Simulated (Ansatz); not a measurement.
Born–Oppenheimer molecular dynamics of C2H7NOSi (12 atoms, charge 0, multiplicity 1). It starts from a relaxed structure.

Computed with UKS PBE0-D4/STO-3G (Ansatz 0.2.0).

| Property | Result |
| --- | --- |
| ensemble | NVT, Nosé–Hoover chain |
| time step | 0.5 fs |
| steps asked | 192 |
| set temperature | 200 K |
| thermostat | time constant 50 fs, chain length 1 |
| temperature schedule | 48 steps to 200 K, then 144 steps to 400 K |
| seed | 575437 |

First frame:

```xyz
12
Properties=species:S:1:pos:R:3
N -1.534 -0.337 1.147
Si 0.088 -0.273 0.465
O 1.196 -1.101 1.456
C 0.763 1.076 -0.557
C 0.306 -0.213 -1.344
H -1.706 0.454 1.809
H -2.255 -0.214 0.400
H 0.638 -1.861 1.833
H 0.186 1.980 -0.762
H 1.836 1.274 -0.572
H -0.550 -0.074 -2.008
H 1.108 -0.767 -1.835
```

(1) How far do the bonds stretch over the last three quarters of this one trajectory? (Pairs bonded in most of those frames.)

## Answers

(1) 
```csv
bond,mean (Å),spread (Å),shortest,longest
N1–Si2,1.765,0.016,1.73,1.78
N1–H6,1.050,0.032,0.99,1.11
N1–H7,1.047,0.020,1.01,1.08
Si2–O3,1.701,0.011,1.68,1.72
Si2–C4,1.825,0.011,1.80,1.85
Si2–C5,1.824,0.012,1.80,1.85
O3–H8,1.017,0.005,1.01,1.03
C4–C5,1.579,0.007,1.57,1.59
C4–H9,1.092,0.012,1.07,1.12
C4–H10,1.092,0.011,1.08,1.11
C5–H11,1.096,0.035,1.03,1.16
C5–H12,1.093,0.025,1.05,1.14
```

Mean temperature of the second half: 182 K. The conserved energy stayed within 0.45 meV per atom of its start (net change 0.39 meV per atom), so the integration is sound. The schedule's set-point averaged 333 K over the second half and the system 182 K, so it lags behind the ramp. A run of 0.096 ps of so small a system gives no equilibrium averages. Limits of this set-up: minimal basis.

Run time: 8.8 min on 1 thread of Arm Neoverse V2, on a shared host, peak memory 0.14 GiB.
